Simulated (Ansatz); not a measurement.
Ideal-gas functions of `NB1O[SiH2]1` at 600 K and 1 bar, from an Ansatz frequency run at PBE0-D4/def2-TZVP.

Molar mass 72.94 g/mol, point group Cs (symmetry number 1), electronic degeneracy 1, moments of inertia 25.563, 129.408, 149.04 u Å². Harmonic wavenumbers (cm⁻¹, unscaled): 290, 293, 432, 515, 563, 597, 642, 653, 755, 894, 974, 1162, 1518, 1636, 2228, 2238, 3616, 3735.

Use S(trans) = R[1.5 ln M + 2.5 ln T − 1.1517]; rotational temperatures θ = 24.2544 K / I; S(rot) = R[ln(√π/σ · √(T³/θAθBθC)) + 1.5]; for each mode x = 1.438777 ν̃/T, S = R[x/(eˣ − 1) − ln(1 − e⁻ˣ)] and H = RT x/(eˣ − 1); 1 cm⁻¹ = 0.0119627 kJ/mol; R = 8.31446 J/(mol·K).

Q: By hand: the entropy, in J/(mol·K).

A: Translation 176.9. Rotation: θ = 0.9488, 0.1874, 0.1627 K, giving 111.7. Vibration, mode by mode: 11.50, 11.42, 8.38, 7.07, 6.42, 6.01, 5.50, 5.39, 4.43, 3.40, 2.93, 2.05, 1.04, 0.82, 0.25, 0.25, 0.01, 0.01, in all 76.9. Electronic 0.0. Sum 365.5 J/(mol·K).

Q: By hand: H − E and G − E in kJ/mol, counted from the electronic energy.

A: Zero-point energy ½ × 22741 × 0.0119627 = 136.0; thermal vibration 27.5; translation, rotation and pV give 4 RT = 20.0. H − E = 183.5 kJ/mol, and G − E = 183.5 − 600 × 365.5/1000 = -35.8 kJ/mol.

Vibration gives 21 % of the entropy. The sum counts one conformer and one mirror image; others add a mixing term.
